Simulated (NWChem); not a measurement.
System: CH5O2Sb; SMILES [OH][Sb]([CH3])[OH]

```xyz
9

Sb    -0.0839     0.0650     0.3829
C      1.7167    -0.8151    -0.4736
H      2.0905    -1.6475     0.1539
H      2.5017    -0.0400    -0.5677
H      1.4336    -1.2072    -1.4704
O     -1.1803    -1.1876    -0.7738
H     -2.1215    -1.0883    -0.5296
O     -0.0900     1.7018    -0.7997
H      0.2351     1.4457    -1.6868
```
Atoms are numbered in this order, from 1.

Results from NWChem. Medium grid unless said otherwise, to which SCAN and Minnesota functionals are sensitive. Coordinates come from a PBE-D3(BJ)/def2-SVP optimisation. def2 effective core potentials on Sb; no spin-orbit coupling.

Task: Among these, which level gives the highest value of “orbital gap (eV)”?
(A) B97-2/def2-SVP
(B) PBE/def2-SVP
(C) Hartree-Fock/def2-SVP
(D) PW91/def2-SVP

Result: C, Hartree-Fock/def2-SVP. Values: PW91/def2-SVP 4.80; PBE/def2-SVP 4.81; B97-2/def2-SVP 6.52; Hartree-Fock/def2-SVP 12.40
